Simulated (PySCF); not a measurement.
TaF5, SMILES [F][Ta]([F])([F])([F])[F], multiplicity 1. Atoms are numbered in the order given.

```xyz
6

Ta     0.0000     0.0000     0.0000
F      0.0000     0.0000     1.8805
F      0.0000     0.0000    -1.8805
F     -1.8529     0.0000     0.0000
F      0.9264     1.6047     0.0000
F      0.9264    -1.6047     0.0000
```

Geometry optimised at PBE0-D3(BJ)/def2-SVP. The multiplicity is an assumed one; no other spin state was optimised. The isomer is the one that the SMILES or the coordinates give; other isomers of the formula were not compared. The def2 effective core potentials stand for the cores of Ta; spin–orbit coupling is left out.

Method: PBE/def2-TZVP in PySCF.

The molecule is in vacuum.

Task: Estimate the frontier levels, gap, dipole moment and polarisability. (Estimate from the structure and the level; the computed values follow.)

Result: 
| Quantity | Value |
|---|---|
| highest occupied level | -10.17 eV |
| lowest empty level | -3.32 eV |
| orbital gap | 6.85 eV |
| dipole moment | 0.00 D |
| quadrupole, principal values (traceless, Buckingham form, about the centre of nuclear charge) | -4.95, 2.47, 2.47 D·Å |
| mean static polarisability | 38.5 bohr³ (5.70 Å³) |
| polarisability, principal values | 36.8, 36.8, 41.8 bohr³ |
